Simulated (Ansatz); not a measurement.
Cost and result up the ladder for the cluster GaAs2 (3 atoms). Total charge 0; doublet. Geometry: r2SCAN-D4/def2-TZVP.

```xyz
3

Ga   -0.431    1.269    0.358
As   -0.853   -0.876   -0.610
As    1.284   -0.392    0.252
```

Ansatz on 4 threads of Arm Neoverse V1 on a shared host. Times are rough, and most runs start from the orbitals of an earlier one. PBE0-D4/def2-TZVP serves as the yardstick here, not as an exact answer. Differences are given only for rows in sets of like size (and for xTB, whose basis is part of the method), since another set adds its own error. Binding counts from free atoms at the same level (Ga doublet, As quartet; other spins of the atoms weren't run), without zero-point energy or a counterpoise term.

Correlated methods freeze 27 core orbitals; core or outer-core shells of Ga, As are correlated, in sets that lack core-valence functions. The rows differ in basis, and correlated rows in double-zeta sets carry the largest basis error. In CCSD on the charge 0 doublet the largest single amplitude is 0.25, so its Hartree–Fock determinant may place the open shell otherwise than the density functionals do. HOMO above LUMO, or a gap near zero within one spin, warns that the state may not be the lowest or that an electron is smeared out. Another isomer (doublet) lies 0.56 eV lower at PBE0-D4/def2-TZVP; other spin states weren't run for this one.

Correlated methods converge slowly with the basis, most of all in double-zeta sets.

```
                         level  functions  wall time  binding energy per atom (eV)  difference from PBE0-D4/def2-TZVP (eV)                        remarks
PBE-D4/def2-TZVP (with forces)        144      3.8 s                          1.88                                    0.17                              –
             BLYP-D4/def2-TZVP        144      4.8 s                          1.80                                    0.09  gap within one spin near zero
             PBE0-D4/def2-TZVP        144      7.5 s                          1.71                                    0.00                              –
              CCSD(T)/def2-SVP         96       11 s                          1.27                                       –  spin-contaminated (⟨S²⟩ 1.34)
           r2SCAN-D4/def2-TZVP        144       19 s                          1.77                                    0.06                              –
            BHLYP-D4/def2-TZVP        144       22 s                          1.51                                   -0.20                              –
```
